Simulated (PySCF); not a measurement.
Gas-phase equilibrium of 1 mol GeF₄, 22 mol H₂ at 800 K and 1.00 bar, among 16 species (GeH₄, Ge₂H₆, F₂, GeF₂, GeF₃, F, H, GeH₃F, GeHF₃, HF, H₂, Ge₃H₈, GeH₃, GeH₂F₂, GeH₂, GeF₄). Only gases are allowed; each row takes one source of thermochemistry for all species, and Cantera finds the minimum.

Method: PySCF energies plus ideal-gas RRHO corrections (1 bar). † marks an energy on the PBE0/def2-TZVP geometry and frequencies. MP2 freezes the core. The species in the table below are closed-shell singlets. Ge: all electrons, no relativistic terms. GeHF₃, GeH₂F₂: computed as isolated molecules; such fragments, hydroxides, amides, oligomers or adducts are transient or little studied in the gas. MP2 isn't extrapolated to the basis-set limit. The harmonic model lacks anharmonicity and excited electronic states, which grow with temperature; levels with a mode under 35 cm⁻¹ are left out.

Molecules larger than those listed are left out, and so are free Ge atoms, whose spin-orbit terms are large. Also missing: (HF)n, which can matter at low temperature or high pressure. Table species left out: H2F2, H3F3, H4F4.

With HF/def2-TZVP† thermochemistry: H₂ 0.89, HF 0.066, GeF₂ 0.030, GeHF₃ 0.0062, GeF₄ 0.0060, GeH₂F₂ 8.4e-5.

Q: How far does the composition move with the other sources (MP2/def2-TZVPP†, PBE0/def2-QZVP†, PBE0/def2-SVP†, r2SCAN/def2-TZVP†, LDA/def2-TZVP†)?

A: 
```csv
thermochemistry,x H₂,x HF,x GeF₂,x GeHF₃,x GeF₄,x GeH₂F₂
HF/def2-TZVP†,0.89,0.066,0.030,0.0062,0.0060,8.4e-5
MP2/def2-TZVPP†,0.88,0.075,0.036,0.0031,0.0030,3.5e-5
PBE0/def2-QZVP†,0.88,0.083,0.042,0.00010,1.5e-5,6.2e-6
PBE0/def2-SVP†,0.88,0.080,0.039,0.0023,0.00086,4.1e-5
r2SCAN/def2-TZVP†,0.89,0.071,0.035,0.0017,0.0054,4.8e-6
LDA/def2-TZVP†,0.88,0.082,0.040,0.0012,0.00029,2.4e-5
```
The most sensitive of these is GeF₄: it spans a factor of 10^2.6 over these rows; at this temperature one factor of ten is RT ln 10 = 15 kJ/mol.
